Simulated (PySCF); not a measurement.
ZrBr and its ions

PBEsol; Zr def2-TZVPPD with ECP28, Br def2-TZVPPD; scalar-relativistic core potentials (PySCF 2.14). Neutral (UKS): quartet (σ ↑, π ↑, δ ↑), Re = 2.490 Å, ωe = 271 cm⁻¹, HOMO -3.46 eV, LUMO -3.47 eV.

ZrBr⁻ (UKS): triplet (π ↑, δ ↑), Re = 2.566 Å, ωe = 219 cm⁻¹. The energies at the minima are -2619.02477 hartree for ZrBr and -2619.06228 for ZrBr⁻.

Q: Work out the adiabatic electron affinity, without and with harmonic zero-point energies (1 hartree = 27.2114 eV, 1 eV = 8065.5 cm⁻¹), and the change of the bond length.

A: At PBEsol: 0.03751 hartree = 1.021 eV between the minima; the zero-point term (271.0 − 219.0)/2 cm⁻¹ = +0.003 eV makes it 1.024 eV. Re changes by +7.6 pm against the neutral. The electron enters a σ orbital; in so polar a molecule the change of length follows mostly from the change of the ionic charges.

De is left out where the level can put another filling of the metal’s s and d shells below the measured ground configuration, by anything from nothing to about 1 eV. Spin–orbit coupling is left out, which matters for elements this heavy, above all for dissociation energies. The highest Kohn–Sham level is positive in this anion. Much of that is self-interaction error, but it also means that the finite basis helps to hold the extra electron. The state is the lowest single determinant that the PBE0 search found; with open d or f shells the true ground state can be another one.
